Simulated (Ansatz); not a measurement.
A search over several starts for the lowest SCF solution of SnPt4⁻ at the given spin, in a small basis.

```yaml
crystal:
  periodic: [false, false, false]
  atoms:
    - {symbol: Pt, position_ang: [0.443440, -0.667794, 0.292180]}
    - {symbol: Pt, position_ang: [0.174821, 0.639363, -1.967959]}
    - {symbol: Pt, position_ang: [0.701965, 1.943074, 0.239877]}
    - {symbol: Pt, position_ang: [0.363867, -2.738711, 1.518139]}
    - {symbol: Sn, position_ang: [-1.684103, 0.824057, -0.082246]}
basis:
  gaussian: {orbitals: def2-SVP, initial_orbitals: start.molden}
total_charge: -1
magnetization: {spin_polarized: true, initial_magnetization: 1}
hamiltonian: {xc: pbe0, dispersion: d4}
output: {orbitals: {seedname: orbitals}}
```

The file start.molden holds the orbitals of an earlier run on this structure, at another level or in another basis.

```sh
$ ansatz run in.yaml --threads 4 --pin off --events-out ev --progress --plain --max-ram 4787MiB
```

Output, abridged:

```
Functional definition: PBE0
1646 factors; integrals over basis functions are off by at most 3.6e-4 eV
mean field evaluation 1: about -18824.2231 eV, gradient 2.1e1 eV
mean field evaluation 2: about -18824.5778 eV, gradient 8.7e-1 eV
mean field evaluation 4: about -18824.6302 eV, gradient 1.5e-1 eV
mean field evaluation 8: about -18824.9593 eV, gradient 4.0e-2 eV
mean field evaluation 16: about -18824.9597 eV, gradient 2.1e-2 eV
mean field evaluation 32: about -18247.3397 eV, gradient 2.0e2 eV
mean field evaluation 64: about -18824.9597 eV, gradient 2.8e-3 eV
mean field evaluation 96: about -18824.9435 eV, gradient 7.4e-1 eV
mean field -18824.95975485 eV, -691.8045109749 hartree, gradient 9.1e-6 eV, S^2 0.991332; 7 other end points of the search recorded, 0 dependent functions left out
reference -18824.95978401 eV, -691.8045120463 hartree; 48, 47 occupied and 106, 107 virtual orbitals, 1646 factors
Total energy: -18825.33185851 eV, -691.8181855321 hartree
```

Hardware: 4 threads of Arm Neoverse V2 on a shared host. Wall time 53 s, peak host memory 0.85 GiB.

In the def2 sets Pt, Sn take a core potential; there is no spin–orbit coupling. The charge -1 doublet is spin-contaminated (final ⟨S²⟩ up to 0.99, 0.75 for a pure state). Another isomer (doublet) lies 0.77 eV lower at PBE0-D4/def2-TZVPD; other spin states weren't run for this one.
